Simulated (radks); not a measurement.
Task: In30+, 19 electrons, occupied as [Ar] 7p1 (not the ground configuration). Method: scalar-relativistic Kohn-Sham, PBE, spin-unpolarised, spherical densities, finite nucleus; Fermi nuclear charge, rms radius 4.6156 fm; computed with a radial shooting solver on a logarithmic mesh with Libxc functionals. Some entries of the table are withheld. Estimate them.

orbital,occ.,eigenvalue (hartree),r(max) (bohr),<r^2> (bohr^2)
1s,2,-1076.925,0.01922,(1)
2s,2,(2),(3),0.01907
2p,6,-193.4292,0.08660,0.01499
3s,2,-75.78143,0.2976,0.1145
3p,6,-70.90137,0.2874,0.1102
7p,1,-10.71967,2.342,(4)

Result: 
(1) 1s <r^2> (bohr^2): 0.001195
(2) 2s eigenvalue (hartree): -208.6775
(3) 2s r(max) (bohr): 0.1082
(4) 7p <r^2> (bohr^2): 4.983
